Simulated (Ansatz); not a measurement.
Total energies of (BeS)6 ring (Be₆S₆) from Ansatz at PBE0-D4/def2-TZVP, gas phase (1 Eh = 27.2114 eV = 2625.5 kJ/mol). The reference geometry is relaxed at B3LYP-D4/def2-SVP.

```
                 state   geometry  energy (Eh)
      charge 0 singlet  reference  -2477.31675
      charge 1 doublet  reference  -2476.96712
free Be atom (singlet)          –    -14.63549
 free S atom (triplet)          –   -397.97371
```

Problem. Work out the vertical ionisation energy to the doublet.

Solution. E(charge 1 doublet) − E(charge 0 singlet) = -2476.96712 − (-2477.31675) = 0.34963 Eh = 9.51 eV. For comparison, −ε of the highest occupied level is 8.15 eV at this level, 1.36 eV less.

Problem. What is the binding energy per atom against free atoms?

Solution. Atoms: 6 × (-14.63549) + 6 × (-397.97371) = -2475.65520 Eh. Binding: -2475.65520 − (-2477.31675) = 1.66155 Eh = 45.21 eV, or 3.77 eV for each of 12 atoms (no zero-point energy, no counterpoise term).
